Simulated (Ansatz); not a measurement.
**Relaxing a trial structure of AlGeH7Si**

The starting geometry of this gas-phase singlet was optimised with GFN2-xTB.

```yaml
atoms:
  - { symbol: Al, position_ang: [1.6275, -0.6698, 0.6895] }
  - { symbol: Ge, position_ang: [-0.5817, -0.9307, -0.6503] }
  - { symbol: Si, position_ang: [0.0026, 1.3634, 0.2520] }
  - { symbol: H, position_ang: [2.5527, -0.4659, 1.9176] }
  - { symbol: H, position_ang: [2.3293, -0.9237, -0.6898] }
  - { symbol: H, position_ang: [-1.9613, -0.8397, 0.1961] }
  - { symbol: H, position_ang: [-0.8002, 1.8889, 1.3720] }
  - { symbol: H, position_ang: [-0.1952, 2.3954, -0.7851] }
  - { symbol: H, position_ang: [1.4166, 1.6833, 0.7345] }
  - { symbol: H, position_ang: [0.3328, -1.6531, 1.0177] }
```

**Question.** Where would you expect an optimisation with PBE0-D3(BJ)/def2-SVP to take it?

**Answer.** A new bond forms, giving a structure with H10 bridging Al1 and Ge2, given below by its coordinates. Distances that change by over a tenth: Al1–H10 (1.66 → 1.84 Å). Contacts that close: Ge2–H10 (2.03 → 1.66 Å).

The energy falls by 0.87 eV over 16 steps:

```csv
step,E − E(last) (eV)
1,0.874
3,0.368
4,0.276
6,0.175
8,0.104
9,0.067
11,0.002
13,0.000
14,0.000
16,0.000
```

Final geometry (Å):

```xyz
10

Al    1.5259   -0.5686    0.6296
Ge   -1.0951   -0.8209   -0.1672
Si   -0.0663    1.4109    0.1014
H     1.7696   -0.9276    2.1484
H     2.6484   -0.3892   -0.4777
H    -1.0172   -1.0085    1.4113
H    -0.9394    2.1729    1.0373
H     0.2420    2.1687   -1.1421
H     1.2986    1.4265    0.8493
H     0.3565   -1.6162   -0.3361
```

No frequencies were run, so the end isn't proven a minimum. Run with Ansatz 0.2.0, 49 s on 2 threads of Intel(R) Xeon(R) Platinum 8259CL CPU @ 2.50GHz (Skylake/Cascade Lake), with other jobs on the host.
